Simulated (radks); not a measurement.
Neutral hydrogen, 1 electrons, occupied as 1s1. All-electron calculation, scalar-relativistic Kohn-Sham, PBEsol, spin-polarised, spherical densities, point nucleus; open shells are filled with parallel spins first. Program: a radial shooting solver on a logarithmic mesh with Libxc functionals.

Radial electron density D(r) = 4 pi r^2 rho(r):

| r (bohr) | D(r) (e/bohr) |
|---|---|
| 0.05441 | 0.01050 |
| 0.06335 | 0.01398 |
| 0.07375 | 0.01855 |
| 0.08585 | 0.02453 |
| 0.09995 | 0.03231 |
| 0.1164 | 0.04235 |
| 0.1355 | 0.05522 |
| 0.1577 | 0.07152 |
| 0.1836 | 0.09196 |
| 0.2137 | 0.1172 |
| 0.2488 | 0.1479 |
| 0.2896 | 0.1844 |
| 0.3372 | 0.2268 |
| 0.3957 | 0.2772 |
| 0.4606 | 0.3291 |
| 0.5363 | 0.3825 |
| 0.6243 | 0.4336 |
| 0.7268 | 0.4776 |
| 0.8461 | 0.5089 |
| 0.985 | 0.5221 |
| 1.147 | 0.5126 |
| 1.335 | 0.4784 |
| 1.554 | 0.4211 |
| 1.809 | 0.3466 |
| 2.106 | 0.2641 |
| 2.472 | 0.1804 |
| 2.877 | 0.1135 |
| 3.35 | 0.06401 |
| 3.9 | 0.03192 |
| 4.54 | 0.01379 |
| 5.285 | 0.005026 |
| 6.153 | 0.001499 |

D(r) has 1 maximum, at r = 1.00 bohr.
